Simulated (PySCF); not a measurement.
# Ionisation energy of Sc by level of theory

Sc [Ar] 3d1 4s2 (2D) → Sc⁺ [Ar] 3d1 4s1 (3D), as a difference of total energies. All numbers are calculated (PySCF 2.14, scalar relativity by spin-free X2C-1e, in x2c-TZVPPall (6s5p4d2f1g, 64 functions)). Correlated levels: valence: [Ar] frozen. The calculations carry no spin-orbit coupling.

| method | ionisation energy (eV) | error (eV) |
| --- | --- | --- |
| UHF | 5.394 | -1.168 |
| MP2 (valence) | 6.100 | -0.462 |
| SCS-MP2 (valence) | 6.244 | -0.318 |
| CCSD (valence) | 6.355 | -0.207 |
| CCSD(T) (valence) | 6.384 | -0.178 |

Reference: 6.562 eV (measured; NIST levels, between the centres of gravity of the two terms).

Errors of the correlated levels include the incompleteness of this basis and the frozen core.
